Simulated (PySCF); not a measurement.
CH4BNP2.
SMILES with atom numbers: `[N:1]#[C:2][B:3]([PH2:4])[PH2:5]` (hydrogens: H6, H7 on P4; H8, H9 on P5)

Structure used (PBE0-D3(BJ)/def2-SVP), in Å, numbered top down from 1:
```xyz
9
CH4BNP2 angstrom
N      0.3983    2.8466    0.2463
C      0.2187    1.7178    0.0371
B     -0.0039    0.2170   -0.1935
P      1.4003   -0.7604   -0.9961
P     -1.7719   -0.4347   -0.0581
H      1.2760   -2.0135   -0.3377
H      2.5101   -0.2442   -0.2766
H     -1.5510   -1.7201    0.5054
H     -2.2023    0.2462    1.1116
```

Jobs on this species (9 atoms, 52 electrons) with PySCF (density fitting). Hardware of each: one thread, Arm Neoverse N1 (aarch64), on a shared host. The host was shared with other jobs, so the times are rough. Peak memory is the resident size of the whole Python process, interpreter and libraries included.

```
                                                                 level and settings                                                          work  basis functions  SCF cycles  wall time  peak memory
                                                 PBE0-D3(BJ)/def2-SVP, grid level 1  geometry optimisation from a GFN2-xTB start shaken at random               98           ?          ?            ?
 delta-SCF UKS SCAN, pcX-2 on the ionised atom, pcseg-1 elsewhere, non-relativistic                                 ΔSCF core ionisation, 5 holes              140           ?          ?            ?
    delta-SCF UKS SCAN, pcX-1 on the ionised atom, pcseg-1 elsewhere, spin-free X2C                                 ΔSCF core ionisation, 5 holes              120          89       27 s     0.51 GiB
      delta-SCF UKS HF, pcX-2 on the ionised atom, pcseg-1 elsewhere, spin-free X2C                                 ΔSCF core ionisation, 5 holes              140          94       29 s     0.51 GiB
delta-SCF UKS SCAN, def2-TZVP on the ionised atom, pcseg-1 elsewhere, spin-free X2C                                 ΔSCF core ionisation, 5 holes              117          89       31 s     0.51 GiB
     delta-SCF UKS PBE, pcX-2 on the ionised atom, pcseg-1 elsewhere, spin-free X2C                                 ΔSCF core ionisation, 5 holes              140          88       22 s     0.51 GiB
    delta-SCF UKS SCAN, pcX-2 on the ionised atom, pcseg-1 elsewhere, spin-free X2C                                 ΔSCF core ionisation, 5 holes              140          90       35 s     0.43 GiB
   delta-SCF UKS B3LYP, pcX-2 on the ionised atom, pcseg-1 elsewhere, spin-free X2C                                 ΔSCF core ionisation, 5 holes              140          77       42 s     0.55 GiB
    delta-SCF UKS PBE0, pcX-2 on the ionised atom, pcseg-1 elsewhere, spin-free X2C                                 ΔSCF core ionisation, 5 holes              140          76       40 s     0.50 GiB
```

Q: Fill in the missing figures.

A: 
- PBE0-D3(BJ)/def2-SVP, grid level 1; geometry optimisation from a GFN2-xTB start shaken at random: 29 s, 0.41 GiB, 43 SCF cycles
- delta-SCF UKS SCAN, pcX-2 on the ionised atom, pcseg-1 elsewhere, non-relativistic; ΔSCF core ionisation, 5 holes: 34 s, 0.51 GiB, 90 SCF cycles

Q: What do all jobs in the table cost together?

A: About 4.8 min; the longest takes about 15 % of that, and about 1.9 times as long as the shortest.
